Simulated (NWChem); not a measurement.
The numbers come from NWChem runs, not from measurements. System: H$_{2}$Sb (+1), charge 1, spin multiplicity 1, at a geometry optimised with PBE0/def2-SVP with def2 effective core potentials on Sb. The structure started from a generated list of species. Level: CIS/def2-SVPD with def2 effective core potentials on Sb.

The NWChem input:

```
start mol
memory heap 200 mb stack 900 mb global 1100 mb
charge 1
geometry units angstroms nocenter noautoz
  Sb     0.000000     0.000000    -0.045740
  H      1.214976     0.000000     1.166376
  H     -1.214976     0.000000     1.166376
  symmetry group C2v
end
basis spherical
  * library def2-svpd
end
ecp
  Sb library def2-ecp
end
dft
  xc hfexch
  semidirect memsize 60000000 filesize 0
  iterations 100
end
tddft
  cis
  nroots 8
  notriplet
  thresh 1e-4
end
task tddft energy
```

Part of the output:

```
             Northwest Computational Chemistry Package (NWChem) 7.3.0
             --------------------------------------------------------

                                NWChem Input Module
                                -------------------

 Scaling coordinates for geometry "geometry" by  1.889725989
 (inverse scale =  0.529177249)

 Turning off AUTOSYM since
 SYMMETRY directive was detected!

                             Geometry "geometry" -> ""
                             -------------------------

 Output coordinates in angstroms (scale by  1.889725989 to convert to a.u.)

  No.       Tag          Charge          X              Y              Z
 ---- ---------------- ---------- -------------- -------------- --------------
    1 Sb                  51.0000     0.00000000     0.00000000    -0.04574000
    2 H                    1.0000     1.21497600     0.00000000     1.16637600
    3 H                    1.0000    -1.21497600     0.00000000     1.16637600

 Effective nuclear repulsion energy (a.u.)      31.6684348805

            Nuclear Dipole moment (a.u.)
            ----------------------------
        X                 Y               Z
 ---------------- ---------------- ----------------
     0.0000000000     0.0000000000     0.0000226767

      Symmetry information
      --------------------

 Group name             C2v
 Group number             16
 Group order               4
 No. of unique centers     2

      Symmetry unique atoms

     1    2


 Summary of "ao basis" -> "" (spherical)
 ------------------------------------------------------------------------------
       Tag                 Description            Shells   Functions and Types
 ---------------- ------------------------------  ------  ---------------------
 *                         def2-svpd                  on all atoms

 Summary of "ao basis" -> "ao basis" (spherical)
 ------------------------------------------------------------------------------
       Tag                 Description            Shells   Functions and Types
 ---------------- ------------------------------  ------  ---------------------
 Sb                        def2-svpd                12       32   5s4p3d
 H                         def2-svpd                 4        8   2s2p

 Summary of "ao basis" -> "ao basis" (spherical)
 ------------------------------------------------------------------------------
       Tag                 Description            Shells   Functions and Types
 ---------------- ------------------------------  ------  ---------------------
 Sb                        def2-svpd                12       32   5s4p3d
 H                         def2-svpd                 4        8   2s2p

      Symmetry analysis of basis
      --------------------------

        a1         21
        a2          5
        b1         13
        b2          9

            General Information
            -------------------
          SCF calculation type: DFT
          Wavefunction type:  closed shell.
          No. of atoms     :     3
          No. of electrons :    24
           Alpha electrons :    12
            Beta electrons :    12
          Charge           :     1
          Spin multiplicity:     1
          Use of symmetry is: off; symmetry adaption is: on
          Maximum number of iterations: 100
          AO basis - number of functions:    48
                     number of shells:    20
          Convergence on energy requested:  1.00D-06
          Convergence on density requested:  1.00D-05
[...]
     Electric Quadrupole                           0.0000003323
     Magnetic Dipole                               0.0000000000
     Total Oscillator Strength                     0.2085839903

          sigma_e =   2.3328 Angstrom
          sigma_h =   1.5769 Angstrom
         |d_h->e| =   0.1435 Angstrom
            d_exc =   2.7833 Angstrom
            d_CD1 =   0.8995 Angstrom
            d_CD2 =  -1.8113 Angstrom
            d_CD3 =   2.9268 Angstrom
     Pearson C.C. =   0.0276

     Occ.   11  b1  ---  Virt.   14  b1       0.24295
     Occ.   12  a1  ---  Virt.   15  a1       0.88149
     Occ.   12  a1  ---  Virt.   16  a1      -0.36229
     Occ.   12  a1  ---  Virt.   18  a1      -0.08560
     Occ.   12  a1  ---  Virt.   22  a1      -0.10263
     Occ.   12  a1  ---  Virt.   29  a1       0.05718
     Occ.   12  a1  ---  Virt.   31  a1      -0.06787
  ----------------------------------------------------------------------------
  Root   5 singlet a1             0.373601382 a.u.               10.1662 eV
  ----------------------------------------------------------------------------
     Transition Moments    X  0.00000   Y -0.00000   Z  0.93462
     Transition Moments   XX  0.30342  XY -0.00000  XZ -0.00000
     Transition Moments   YY -1.29437  YZ -0.00000  ZZ  1.92462
     Dipole Oscillator Strength                    0.2175625200
     Electric Quadrupole                           0.0000007194
     Magnetic Dipole                               0.0000000000
     Total Oscillator Strength                     0.2175632394

          sigma_e =   2.5797 Angstrom
          sigma_h =   1.5908 Angstrom
         |d_h->e| =   0.0424 Angstrom
            d_exc =   3.0184 Angstrom
            d_CD1 =   1.0313 Angstrom
            d_CD2 =  -2.0428 Angstrom
            d_CD3 =   3.0608 Angstrom
     Pearson C.C. =   0.0094

     Occ.   11  b1  ---  Virt.   14  b1       0.51241
     Occ.   12  a1  ---  Virt.   15  a1      -0.42812
     Occ.   12  a1  ---  Virt.   16  a1      -0.72513
     Occ.   12  a1  ---  Virt.   18  a1       0.09007
     Occ.   12  a1  ---  Virt.   29  a1      -0.08843
  ----------------------------------------------------------------------------
  Root   6 singlet a1             0.385450284 a.u.               10.4886 eV
  ----------------------------------------------------------------------------
     Transition Moments    X  0.00000   Y -0.00000   Z -0.40679
     Transition Moments   XX -0.83472  XY -0.00000  XZ -0.00000
     Transition Moments   YY -0.09002  YZ -0.00000  ZZ -1.12629
     Dipole Oscillator Strength                    0.0425221625
     Electric Quadrupole                           0.0000000871
     Magnetic Dipole                               0.0000000000
     Total Oscillator Strength                     0.0425222496

          sigma_e =   2.2575 Angstrom
          sigma_h =   1.5908 Angstrom
         |d_h->e| =   0.0125 Angstrom
            d_exc =   2.7908 Angstrom
            d_CD1 =   0.6792 Angstrom
            d_CD2 =  -1.9117 Angstrom
            d_CD3 =   2.8033 Angstrom
     Pearson C.C. =  -0.0225

     Occ.   11  b1  ---  Virt.   14  b1      -0.65860
     Occ.   12  a1  ---  Virt.   15  a1      -0.07092
     Occ.   12  a1  ---  Virt.   16  a1      -0.49182
     Occ.   12  a1  ---  Virt.   18  a1      -0.54476
     Occ.   12  a1  ---  Virt.   21  a1      -0.05893
     Occ.   12  a1  ---  Virt.   26  a1       0.07959
     Occ.   12  a1  ---  Virt.   34  a1      -0.06144
  ----------------------------------------------------------------------------
  Root   7 singlet a2             0.401484545 a.u.               10.9250 eV
  ----------------------------------------------------------------------------
     Transition Moments    X -0.00000   Y -0.00000   Z -0.00000
     Transition Moments   XX -0.00000  XY -0.33799  XZ -0.00000
     Transition Moments   YY -0.00000  YZ  0.00000  ZZ -0.00000
     Dipole Oscillator Strength                    0.0000000000
     Electric Quadrupole                           0.0000000394
     Magnetic Dipole                               0.0000007357
     Total Oscillator Strength                     0.0000007751

          sigma_e =   2.4619 Angstrom
          sigma_h =   1.5689 Angstrom
         |d_h->e| =   0.1577 Angstrom
            d_exc =   2.9009 Angstrom
            d_CD1 =   1.0508 Angstrom
            d_CD2 =  -1.8576 Angstrom
            d_CD3 =   3.0586 Angstrom
     Pearson C.C. =   0.0171

     Occ.   11  b1  ---  Virt.   19  b2      -0.07438
     Occ.   12  a1  ---  Virt.   17  a2      -0.98594
     Occ.   12  a1  ---  Virt.   24  a2       0.07066
     Occ.   12  a1  ---  Virt.   32  a2      -0.10645
  ----------------------------------------------------------------------------
  Root   8 singlet b1             0.402411927 a.u.               10.9502 eV
  ----------------------------------------------------------------------------
     Transition Moments    X  1.78987   Y  0.00000   Z  0.00000
     Transition Moments   XX  0.00000  XY -0.00000  XZ  3.23622
     Transition Moments   YY -0.00000  YZ  0.00000  ZZ  0.00000
     Dipole Oscillator Strength                    0.8594546437
     Electric Quadrupole                           0.0000036343
     Magnetic Dipole                               0.0000000904
     Total Oscillator Strength                     0.8594583684

          sigma_e =   2.4587 Angstrom
          sigma_h =   1.5122 Angstrom
         |d_h->e| =   0.1152 Angstrom
            d_exc =   2.7639 Angstrom
            d_CD1 =   1.0616 Angstrom
            d_CD2 =  -1.8703 Angstrom
            d_CD3 =   2.8791 Angstrom
     Pearson C.C. =   0.0949

     Occ.   10  a1  ---  Virt.   20  b1      -0.08250
     Occ.   11  b1  ---  Virt.   15  a1      -0.91552
     Occ.   11  b1  ---  Virt.   16  a1       0.20210
     Occ.   11  b1  ---  Virt.   18  a1      -0.11082
     Occ.   11  b1  ---  Virt.   21  a1      -0.18208
     Occ.   11  b1  ---  Virt.   22  a1       0.07865
     Occ.   11  b1  ---  Virt.   26  a1       0.07343
     Occ.   12  a1  ---  Virt.   14  b1       0.16088
     Occ.   12  a1  ---  Virt.   20  b1      -0.15404

              Target root =      1
          Target symmetry = none
      Ground state energy =   -240.092472661477
        Excitation energy =      0.100687269854
     Excited state energy =   -239.991785391622

  stored tddft:energy   -239.99178539162224

 Task  times  cpu:        8.9s     wall:        8.9s

 Total times  cpu:        8.9s     wall:        8.9s
```
